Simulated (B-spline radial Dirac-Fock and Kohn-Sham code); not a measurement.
Ba³⁺: K-LL lines in intermediate coupling

System: Ba³⁺ in the configuration [Kr] 4d10 5s2 5p5.

The computed values come from a B-spline atomic structure program: ΔSCF Dirac-Fock with Breit, self-energy and vacuum polarisation, finite nucleus, configuration average. The two-hole levels come from diagonalising the Coulomb interaction among the jj configurations; intensities are independent-particle Coulomb rates. Kinetic energies are from the vacuum level. Electron correlation is not included. Open outer shells are spectators and are not coupled to the holes. The rates lack the Breit term, which in heavy atoms raises K-L1L1 and K-L1L2. Labels follow the leading weight; the literature often keeps the label of the LS limit.

| kinetic energy (eV) | J | leading jj holes (weight) | leading LS term (weight) |
| --- | --- | --- | --- |
| 25250.3 | 0 | L1L1 (0.99) | ¹S0 (0.99) |
| 25623.5 | 1 | L1L2 (0.99) | ³P1 (0.55) |
| 25657.9 | 0 | L1L2 (1.00) | ³P0 (1.00) |
| 25960.1 | 0 | L2L2 (0.99) | ³P0 (0.63) |
| 25985.2 | 1 | L1L3 (0.99) | ¹P1 (0.55) |
| 26040.2 | 2 | L1L3 (1.00) | ³P2 (1.00) |
| 26349.1 | 2 | L2L3 (1.00) | ¹D2 (0.70) |
| 26368.8 | 1 | L2L3 (1.00) | ³P1 (1.00) |
| 26707.0 | 0 | L3L3 (1.00) | ¹S0 (0.62) |
| 26742.2 | 2 | L3L3 (1.00) | ³P2 (0.70) |

The intensity is shared as follows: 26349.1 eV 41.7 %, 26742.2 eV 14.9 %, 25623.5 eV 13.8 %, 25985.2 eV 11.4 %, 25250.3 eV 8.9 %, 26040.2 eV 2.8 %, 26707.0 eV 2.6 %, 25960.1 eV 2.6 %, 25657.9 eV 1.3 %, 26368.8 eV 0.0 %.

The strongest line, by its leading LS label ¹D2, lies at 26349.1 eV. The mean weight of the leading component is 1.00 in jj and 0.77 in LS coupling, so jj labels describe these levels better.

Run: 37 s of CPU time on 1 thread of Intel(R) Xeon(R) 6975P-C (shared host), peak memory 0.49 GiB.
